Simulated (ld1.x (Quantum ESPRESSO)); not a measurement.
Values are calculated unless marked as measured or tabulated.
## Pseudopotentials across the periodic table

Generated with ld1.x 7.5 (TM, RRKJ, ultrasoft, PAW), atompaw 4.2 or ONCVPSP 4.0.1. The cutoff is in Ry: for ld1.x and atompaw files where the sum of valence levels is converged to 10 mRy in a Bessel basis, for ONCV files where the hardest occupied wave has 1 mHa per electron of residual kinetic energy. The error is the largest all-electron minus pseudo excitation energy over each file’s own four to seven test configurations (ionisations up to +4, promotions, holes and added fractions of an electron), all of which were solved. The labels leave out finer settings (local radius, basis sizes, second energies), which also bear on the numbers. Spin-polarised tests are not counted. The rows are a selection from randomly drawn settings: files with unsolved tests, undetermined cutoffs or missed reference levels are left out.

A true bound ghost makes a file unfit for plane-wave use even where its test errors are small: the radial tests pick states by their node count and pass the ghost by.

```tsv
element	potential	cutoff (Ry)	largest error (meV)	bound ghosts
Li	TM, BP86, non-relativistic, rc 0.45/4.20 (sp), local s, core correction no, reference 1s2 2s0 2p1	300	+89	none
Li	TM semilocal, revPBE, scalar-relativistic, rc 2.25/4.20 (sp), local s, core correction yes, reference 2s1 2p0	6	-7.3	none
B	TM, PBE, scalar-relativistic, rc 0.90/3.20 (sp), local smoothed, core correction yes, reference 2s1.5 2p0	80	+356	none
Mg	TM, PBE, scalar-relativistic, rc 1.96/3.40/2.90 (spd), local p, core correction yes, reference 3s2 3p0	8	-8.3	none
Kr	RRKJ, BLYP, scalar-relativistic, rc 1.30/1.15/0.90 (spd), local s, core correction no, reference 3d10 4s2 4p6	300	-1639	p
Bi	TM, PBE, scalar-relativistic, rc 1.50/2.50 (sp), local s, core correction yes, reference 6s2 6p3	55	-821	none
```

(1) Fill in the row for Re: PAW, PBE, scalar-relativistic, rc 2.35/2.65/1.95 (spd), local smoothed, core correction yes, reference 5d5 6s1.75 6p0.25.

(2) Fill in the row for Ba: TM, Wu–Cohen, scalar-relativistic, rc 4.76/4.20/3.00/4.35 (spdf), local s, core correction yes, reference 5d0.5 6s1.5 6p0.

(3) Fill in the row for P: TM, LDA (PZ), non-relativistic, rc 1.10/1.95/1.50 (spd), local s, core correction yes, reference 3s2 3p2.

Results:

(1) cutoff 30 Ry, largest error -36 meV, bound ghosts: s, p.

(2) cutoff 8 Ry, largest error -93 meV, bound ghosts: none.

(3) cutoff 70 Ry, largest error +178 meV, bound ghosts: none.
